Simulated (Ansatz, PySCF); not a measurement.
Species: C2, net charge -2, singlet state. 
Structure (B3LYP-D3(BJ)/def2-TZVP (Ansatz, a program for electronic structure) minimum search):
SMILES: [C][C-2]
```xyz
2

C      0.0000     0.0000    -0.6347
C      0.0000     0.0000     0.6347
```
Charge -2, spin multiplicity 1.

Total electronic energies in hartree. Correlated levels leave the core frozen unless marked. No spin-orbit coupling. No relativistic terms. CBS(X,Y): correlation extrapolated as X^-3; Hartree-Fock from the larger set.

```csv
level,program,energy (Eh)
HF/cc-pwCVTZ,Ansatz,-75.35650
BP86/def2-TZVPD,PySCF,-75.92329
TPSS/def2-TZVPD,PySCF,-75.92692
M06-L-D4/def2-TZVPD,PySCF + dftd4,-75.89464
PW6B95-D3(BJ)/def2-TZVPD,PySCF + dftd3,-76.01071
PW6B95-D4/def2-TZVPD,PySCF + dftd4,-76.01181
LC-wPBE-D3(BJ)/def2-TZVPD,Ansatz + dftd3,-75.84059
MP2/def2-SVPD,Ansatz,-75.56176
MP2/aug-cc-pVTZ,Ansatz,-75.74736
CCSD/6-31G*,Ansatz,-75.50972
CCSD/def2-TZVPPD,Ansatz,-75.72516
CCSD(T)/def2-SVPD,Ansatz,-75.58555
CCSD(T)/aug-cc-pVQZ,Ansatz,-75.78989
CCSD(T)/cc-pVQZ,Ansatz,-75.73721
"CCSD(T)/CBS(aug-cc-pVTZ,aug-cc-pVQZ)",Ansatz,-75.8008
```

Totals of different functionals don't rank their quality; only differences between species are comparable.
